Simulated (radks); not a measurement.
All-electron atom: W LXXI in [He] 2s2. All-electron calculation, Dirac Kohn-Sham, relativistic LDA (MacDonald-Vosko exchange, VWN5 correlation), spin-unpolarised, spherical densities, finite nucleus; Fermi nuclear charge, rms radius 5.3658 fm. Program: a radial shooting solver on a logarithmic mesh with Libxc functionals.

Radial electron density D(r) = 4 pi r^2 rho(r):

```
   r/bohr * D(r) (the largest magnitude, 94, reaches the edge; | marks zero)
 0.001308 |      *
 0.001585 |        *
 0.001905 |          *
 0.002309 |              *
 0.002775 |                  *
 0.003362 |                       *
 0.004042 |                            *
 0.004897 |                                   *
 0.005886 |                                         *
 0.007132 |                                               *
 0.008573 |                                                    *
  0.01039 |                                                      *
  0.01249 |                                                     *
  0.01513 |                                                 *
  0.01819 |                                         *
  0.02204 |                                *
  0.02649 |                       *
  0.03209 |                *
  0.03858 |             *
  0.04674 |              *
  0.05618 |                *
  0.06808 |                *
  0.08183 |             *
  0.09915 |        *
   0.1192 |   *
   0.1444 |*
   0.1736 *
   0.2103 *
   0.2528 *
```

D(r) has 2 maxima, at r = 0.0110, 0.0618 bohr, and minima at 0.0398 bohr, inside which lie 2.11 electrons.
